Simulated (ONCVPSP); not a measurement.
**Se: excitation energies, all-electron against ONCV**

```
Element                 : selenium
Generator               : ONCVPSP 4.0.1
Type                    : optimised norm-conserving Vanderbilt (ONCV)
Functional              : PBE
Relativity              : scalar-relativistic
Frozen core             : [Ar] 3d10
Valence charge          : 6
Reference configuration : 4s2 4p4
Partial waves           : 4s: rc 1.45 bohr, ncon 5, nbas 10, qcut 4.9 1/bohr, 3 projectors, debl 3.3 Ha; 4p: rc 1.45 bohr, ncon 4, nbas 8, qcut 6.2 1/bohr, local; d scattering state at 0.1 Ha: rc 1.90 bohr, ncon 4, nbas 8, qcut 5.2 1/bohr, 2 projectors, debl 0.35 Ha
Local potential         : the p channel
Core correction         : Teter function, fcfact 5.75, rcfact 1.7
```

Energies are relative to the spin-unpolarised reference configuration 4s2 4p4; without spin polarisation the order of configurations can differ from experiment.

Give the all-electron excitation energy and the error of the potential for: 4s2 4p3; 4s2 4p2; 4s2 4p1; 4s2 4p3.5.

| valence configuration | charge | ΔE all-electron (eV) | error AE − PS (meV) |
| --- | --- | --- | --- |
| 4s2 4p3 | +1 | 10.845 | -28 |
| 4s2 4p2 | +2 | 31.193 | -174 |
| 4s2 4p1 | +3 | 62.062 | -561 |
| 4s2 4p3.5 | +0.5 | 4.310 | -5.7 |

Levels in the configuration 4s2 4p3.5:

```
level  all-electron (eV)  pseudo (eV)
   4s            -21.897      -21.919
   4p            -10.791      -10.814
```

Note: ghosts flagged at negative energy: s at -162.6 eV, d at -17.5 eV; GHOST(+) flags only above 600 eV. A true bound ghost makes a file unfit for plane-wave use.
